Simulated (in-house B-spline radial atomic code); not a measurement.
Configurations of Zn, with energies counted from [Ar] 3d10 4s2. Computed with a radial B-spline atomic code at the basis-set limit: Dirac-Hartree-Fock, average of configuration, Fermi nucleus of rms radius 3.9283 fm. Energies include first-order Breit, QED and recoil terms.

Occupations are held fixed; configurations that lie above the ionisation limit could autoionise.

```csv
configuration,E - E(ref) (eV),highest orbital,its <r> (bohr)
[Ar] 3d10 4s1 4d1,6.262,4d5/2,10.36
[Ar] 3d10 4s1 5g1,7.2415,5g9/2,27.5
[Ar] 3d10 4s1 8p1,7.3955,8p3/2,51.46
[Ar] 3d10 4s1 6f1,7.4077,6f5/2,47.97
[Ar] 3d10 4s1 6g1,7.4078,6g9/2,44
[Ar] 3d9 4s2 7s1,13.963,7s1/2,27.67
[Ar] 3d9 4s2 5f1,14.16,5f7/2,31.47
[Ne] 3s2 3p5 3d10 4s2 5f1,97.527,5f7/2,31.47
[Ne] 3s2 3p5 3d10 4s2 8s1,97.585,8s1/2,42.01
[Ne] 3s2 3p5 3d10 4s2 8d1,97.791,8d5/2,69.58
[Ne] 3s2 3p5 3d10 4s2 7g1,97.794,7g9/2,63.5
```

Order these further configurations by energy, lowest first.
A. [Ne] 3s2 3p5 3d10 4s2 7d1
B. [Ar] 3d10 4s1 5d1
C. [Ar] 3d10 4s1 5p1
D. [Ar] 3d9 4s2 7g1
E. [Ne] 3s2 3p5 3d10 4s2 6d1

C (6.1436 eV), B (6.9295 eV), D (14.426 eV), E (97.519 eV), A (97.689 eV).

How far above the reference does [Ar] 3d9 4s2 7p1 lie?

14.114 eV; its least bound orbital is 7p3/2 with <r> = 33.81 bohr.

How far above the reference does [Ne] 3s2 3p5 3d10 4s2 7f1 lie?

97.794 eV; its least bound orbital is 7f7/2 with <r> = 67.45 bohr.

How far above the reference does [Ne] 3s2 3p5 3d10 4s2 5d1 lie?

97.206 eV; its least bound orbital is 5d5/2 with <r> = 20.48 bohr.

One of these lies 12.93 eV from the reference. Which?
A. [Ar] 3d10 4s1 6p1
B. [Ar] 3d9 4s2 5p1
C. [Ne] 3s2 3p5 3d10 4s2 6g1

B.
